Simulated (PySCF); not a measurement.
**Ions at one geometry of [Tl(H2O)]3+**

PySCF 2.14.0, RKS PBE0, Tl def2-SVP with ECP60, O def2-SVP, H def2-SVP; non-relativistic Hamiltonian with scalar-relativistic core potentials where named; density fitting; no spin-orbit coupling; singlets restricted, open shells unrestricted. The geometry is relaxed for charge +3, singlet, vacuum:

```xyz
4

Tl    0.0000   -0.0202   -0.2490
O     0.0000    0.1233    2.0207
H     0.8308   -0.2822    2.4766
H    -0.8308   -0.2822    2.4766
```

Energies count from the relaxed state; an electron taken off or put on is at rest in vacuum. Charges and spins are Mulliken's.

| state | energy (eV) | spin squared | charge on Tl1 (e) | spin on Tl1 (e) | dipole about the centre of mass (D) |
| --- | --- | --- | --- | --- | --- |
| charge +3, singlet, vacuum | 0.00 | 0.00 | 2.15 | 0.00 | 7.66 |
| charge +2, doublet, vacuum | -25.36 | 0.76 | 1.41 | 0.57 | 6.30 |

**Question.** What does the state charge +4, doublet, vacuum give?

**Answer.** energy (eV) 33.57, spin squared 0.76, charge on Tl1 (e) 2.69, spin on Tl1 (e) -0.02, dipole about the centre of mass (D) 12.65.

With an electron taken off (doublet) the charges change, summed by element, by Tl +0.54 e, O +0.31 e, H +0.14 e. The vertical ionisation energy is 33.57 eV, against −ε(HOMO) = 31.44 eV of the relaxed state. The level lies 2.1 eV too high, as is usual for semilocal functionals and global hybrids, which keep a self-interaction error.

With an electron put on (doublet) the charges change, summed by element, by Tl -0.74 e, O -0.13 e, H -0.13 e. The vertical electron affinity is 25.36 eV, against −ε(LUMO) = 28.07 eV of the relaxed state.

Open shells may have lower solutions than those found.
